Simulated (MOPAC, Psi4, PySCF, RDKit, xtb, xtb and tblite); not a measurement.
Two geometries of H6BF3Si3, SMILES B[SiH2][SiH2][Si](F)(F)F, singlet, relaxed at GFN2-xTB with one dihedral held; other torsions can differ between them too.

Structure A

```
13

B     -2.6272    -0.1422     0.4481
Si    -1.4004     0.2929    -1.0015
Si    -1.9980     2.3145    -2.0455
Si    -4.1805     2.8378    -1.6479
F     -4.9702     1.5617    -1.0892
F     -5.1585     3.3205    -2.8090
F     -4.4963     3.9114    -0.5127
H     -3.2635    -1.1223     0.4622
H     -2.7346     0.5727     1.3682
H     -1.2503    -0.7057    -2.0794
H     -0.0036     0.4965    -0.5640
H     -1.8134     2.3221    -3.5069
H     -1.1992     3.4653    -1.5884
```

Structure B

```
13

B      2.4096    -0.2815     0.5253
Si     1.2166     0.5028    -0.8203
Si     1.2369     2.8419    -0.9262
Si     1.3922     3.7487     1.1608
F      2.8687     3.8895     1.7495
F      0.7775     5.1690     1.5397
F      0.7154     2.8117     2.2670
H      2.4884    -1.4385     0.6746
H      3.0874     0.3868     1.2049
H      1.5012     0.0224    -2.1890
H     -0.1922     0.1020    -0.6189
H      2.3716     3.3867    -1.6957
H      0.0622     3.4532    -1.5715
```

Problem. Which is lower in energy at the level DF-MP2 (frozen core)/cc-pVTZ // GFN2-xTB in Psi4, and by how much?

Solution. A is lower, by 0.61 kcal/mol (dihedral H8–B1–Si2–Si3: 120° in A, 180° in B).

E(B) − E(A) in kcal/mol at the other levels, on the same two geometries: GFN2-xTB (xtb and tblite) 1.46; B3LYP/def2-SVP // GFN2-xTB (Psi4) 1.05; B3LYP-D3(BJ)/def2-SVP // GFN2-xTB (Psi4) 1.21; PBE/def2-SVP // GFN2-xTB (Psi4) 1.35; PBE-D3(BJ)/def2-SVP // GFN2-xTB (Psi4) 1.43; HF/cc-pVTZ // GFN2-xTB (Psi4) -0.06; UFF // GFN2-xTB (RDKit) -1.57; PM6, restricted, heats of formation // GFN2-xTB (MOPAC) -0.08; PM7, restricted, heats of formation // GFN2-xTB (MOPAC) -0.10; GFN1-xTB // GFN2-xTB (xtb) 1.24; restricted B3LYP/6-31G*, spherical d, density fitting // GFN2-xTB (PySCF) 0.68; restricted MP2 (frozen core)/6-31G*, spherical d // GFN2-xTB (PySCF) 0.44; restricted LDA (SVWN5)/6-31G*, spherical d, density fitting // GFN2-xTB (PySCF) 1.19; restricted Hartree-Fock/6-31G*, spherical d, density fitting // GFN2-xTB (PySCF) -0.05.
